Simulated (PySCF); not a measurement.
Removing an electron from `[GeH3][O]c1ccoc1`

Species: C4H6GeO2.
SMILES with atom numbers: `[GeH3:1][O:2][c:3]1[cH:4][cH:5][o:6][cH:7]1` (hydrogens: H8, H9, H10 on Ge1; H11 on C4; H12 on C5; H13 on C7)

Geometry (PBE0-D3(BJ)/def2-SVP, Å), atoms numbered from 1 in this order:
```
atom  x, y, z in Å
Ge1    1.8782   -0.3321   -0.5434
O2     0.2966   -0.8296   -1.2431
C3    -0.8757   -0.4340   -0.7221
C4    -2.1500   -0.8203   -1.2532
C5    -3.0755   -0.2209   -0.4532
O6    -2.4816    0.4942    0.5157
C7    -1.1405    0.3692    0.3583
H8     1.9696    1.2027   -0.6025
H9     1.9371   -0.8310    0.9109
H10    2.8998   -1.0217   -1.4491
H11   -2.3237   -1.4594   -2.1150
H12   -4.1627   -0.2166   -0.4567
H13   -0.5154    0.8970    1.0733
```

Level: CAM-B3LYP/def2-SVPD (PySCF). Frontier orbitals with their largest atomic shares (Löwdin; up to four atoms above 4 %):

```csv
orbital,ε (eV),main atoms
HOMO−3,-11.13,"Ge1 32 %, H9 20 %, H8 20 %, O2 14 %"
HOMO−2,-10.50,"O2 44 %, Ge1 11 %, C3 9 %, C7 7 %"
HOMO−1,-8.69,"C4 35 %, O6 18 %, C5 18 %, O2 11 %"
HOMO,-7.53,?
LUMO,0.63,"Ge1 45 %, H8 12 %, H9 12 %, H10 11 %"
LUMO+1,0.85,"Ge1 50 %, H10 11 %, H8 10 %, H9 10 %"
LUMO+2,1.41,"C5 24 %, O6 19 %, C4 16 %, C7 14 %"
```

Question: What vertical ionisation energy does ΔSCF give, and how far is −ε(HOMO) from it?

Answer: ΔSCF: 8.27 eV (798 kJ/mol; threshold wavelength 150 nm); ⟨S²⟩ of the doublet left behind is 0.763, against 0.75 for a pure doublet. −ε(HOMO) is 7.53 eV, 0.74 eV below it. In exact Kohn–Sham theory the two would be equal; CAM-B3LYP (range-separated hybrid) falls short of its own ΔSCF value by 9 %. Holes in the HOMO−1 and HOMO−2 were tried too where these lie within 1.2 eV of the HOMO; the lowest converged state counts.

Question: On which atoms does the HOMO lie?

Answer: C7 (aromatic CH next to a ring oxygen) 32 %, C3 (aromatic carbon bearing oxygen) 18 %, C5 (aromatic CH next to a ring oxygen) 16 %, O2 (oxygen bonded to C and Ge) 15 %, so no atom holds as much as 40 %. The HOMO−1 lies 1.16 eV lower.

Question: Shift the occupied levels rigidly so that −ε(HOMO) equals the ΔSCF value. What binding energies result?

Answer: The shift is +0.74 eV: HOMO 8.27, HOMO−1 9.43, HOMO−2 11.24, HOMO−3 11.87 eV. A rigid shift is only a rough guide to the deeper ionisations.

Question: What total energies stand behind the ΔSCF value?

Answer: E(N) = -2382.97065 Eh and E(N − 1) = -2382.66666 Eh at the same geometry, 0.30399 Eh apart.

One conformer (not necessarily the lowest) at the PBE0-D3(BJ)/def2-SVP geometry, without solvent, vibrations or thermal averaging. The calculation is non-relativistic, for germanium too.
